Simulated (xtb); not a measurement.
C4H10O, triplet, at the geometry of the source list (a higher spin typed on purpose: for a closed-shell molecule this is an excited state), atoms displaced at random by about 0.02 Å a coordinate; GFN1-xTB (xtb).

xtb was given this input:
```
$ xtb mol.xyz --gfn 1 --uhf 2 --opt --input xcontrol --json

# file mol.xyz
15

C      2.34505062     0.33112160    -0.07388627
C      0.85119158     0.56378245     0.04998836
O      0.19112128    -0.60127248     0.48086618
C     -1.17061635    -0.47306759     0.68513469
C     -1.97175268    -0.46451669    -0.58410411
H      2.75112131    -0.02396349     0.93965400
H      2.49238486    -0.46109127    -0.79517735
H      2.85656496     1.21845099    -0.43027333
H      0.65948555     1.39682920     0.78067967
H      0.43597469     0.87779646    -0.94579347
H     -1.38913693     0.48012121     1.26876609
H     -1.45333731    -1.32384923     1.32619398
H     -3.08007075    -0.45706392    -0.33669784
H     -1.74197284    -1.36347203    -1.16597823
H     -1.80603726     0.38673229    -1.18693025

# file xcontrol
$opt
  engine=lbfgs
$end
```

The log (banner, timings and long lists left out):

```
   ID    Z sym.   atoms
    1    6 C      1, 2, 4, 5
    2    8 O      3
    3    1 H      6-15

           -------------------------------------------------
          |                Calculation Setup                |
           -------------------------------------------------

           -------------------------------------------------
          |                 G F N 1 - x T B                 |
           -------------------------------------------------

          ...................................................
          :                      SETUP                      :
          :.................................................:
          :  # basis functions                  40          :
          :  # atomic orbitals                  40          :
          :  # shells                           30          :
          :  # electrons                        32          :
          :  # halogen bonds                     0          :
          :  max. iterations                   250          :
          :  Hamiltonian                  GFN1-xTB          :
          :  restarted?                      false          :
          :  GBSA solvation                  false          :
          :  PC potential                    false          :
          :  electronic temp.          300.0000000     K    :
          :  accuracy                    1.0000000          :
          :  -> integral cutoff          0.2500000E+02      :
          :  -> integral neglect         0.1000000E-07      :
          :  -> SCF convergence          0.1000000E-05 Eh   :
          :  -> wf. convergence          0.2000000E-04 e    :
          :  Broyden damping             0.4000000          :
          :  net charge                          0          :
          :  unpaired electrons                  2          :
          ...................................................

 iter      E             dE          RMSdq      gap      omega  full diag
   1    -18.2927353 -0.182927E+02  0.699E+00    0.11       0.0  T
   2    -18.3444389 -0.517036E-01  0.438E+00    0.23       1.0  T
   3    -18.2032989  0.141140E+00  0.269E+00    1.03       1.0  T
   4    -18.2901097 -0.868107E-01  0.161E+00    0.53       1.0  T
   5    -18.3234020 -0.332924E-01  0.123E+00    0.20       1.0  T
   6    -18.4046350 -0.812330E-01  0.601E-01    0.10       1.0  T
   7    -18.4006328  0.400214E-02  0.646E-01    0.11       1.0  T
   8    -18.4147542 -0.141213E-01  0.259E-01    0.04       1.0  T
[...]
         :: total energy             -18.227392426312 Eh    ::
 * total energy  :   -18.2380623 Eh     change       -0.1066990E-01 Eh
 * total energy  :   -18.2408796 Eh     change       -0.2817254E-02 Eh
 * total energy  :   -18.2411739 Eh     change       -0.2943165E-03 Eh
 * total energy  :   -18.2413125 Eh     change       -0.1385798E-03 Eh
 * total energy  :   -18.2413321 Eh     change       -0.1965464E-04 Eh
 * total energy  :   -18.2413424 Eh     change       -0.1030208E-04 Eh
 * total energy  :   -18.2413469 Eh     change       -0.4469448E-05 Eh
   *** GEOMETRY OPTIMIZATION CONVERGED AFTER 7 CYCLES ***
         :: total energy             -18.241346899490 Eh    ::
[...]
     6H     0.00647  0.06031   0.994  0.000  0.000
     7H     0.00271  0.05692   0.997  0.000  0.000
     8H     0.00279  0.05502   0.997  0.000  0.000
     9H    -0.02776  0.03167   1.028  0.000  0.000
    10H    -0.01444  0.04122   1.014  0.000  0.000
    11H    -0.02141  0.04095   1.021  0.000  0.000
    12H     0.03679  0.09988   0.963  0.000  0.000
    13H     0.00629  0.05834   0.994  0.000  0.000
    14H     0.02198  0.07585   0.978  0.000  0.000
    15H    -0.04198  0.01120   1.042  0.000  0.000

Wiberg/Mayer (AO) data.
largest (>0.10) Wiberg bond orders for each atom

 ---------------------------------------------------------------------------
     #   Z sym  total        # sym  WBO       # sym  WBO       # sym  WBO
 ---------------------------------------------------------------------------
     1   6 C    3.984 --     2 C    1.034     8 H    0.978     7 H    0.937
                             6 H    0.921
     2   6 C    3.827 --     3 O    1.081     1 C    1.034     9 H    0.817
                            10 H    0.717
     3   8 O    2.276 --     2 C    1.081     4 C    0.964
     4   6 C    3.871 --     3 O    0.964    12 H    0.952    11 H    0.940
                             5 C    0.897
     5   6 C    3.960 --    14 H    0.980    13 H    0.975    15 H    0.931
                             4 C    0.897
     6   1 H    1.115 --     1 C    0.921
     7   1 H    1.117 --     1 C    0.937
     8   1 H    1.066 --     1 C    0.978
     9   1 H    1.227 --     2 C    0.817    10 H    0.134
    10   1 H    1.201 --     2 C    0.717     9 H    0.134
    11   1 H    1.128 --     4 C    0.940
    12   1 H    1.013 --     4 C    0.952
    13   1 H    1.050 --     5 C    0.975
    14   1 H    1.038 --     5 C    0.980
    15   1 H    1.171 --     5 C    0.931
 ---------------------------------------------------------------------------

Topologies differ in total number of bonds
Writing topology from bond orders to xtbtopo.mol

 dipole moment from electron density (au)
     X       Y       Z
  -0.3244   0.0870   0.3056  total (Debye):    1.154

optimized geometry written to: xtbopt.xyz

           -------------------------------------------------
          | TOTAL ENERGY              -18.241346899490 Eh   |
          | GRADIENT NORM               0.000912164098 Eh/α |
          | HOMO-LUMO GAP               0.157713390778 eV   |
           -------------------------------------------------

normal termination of xtb
```
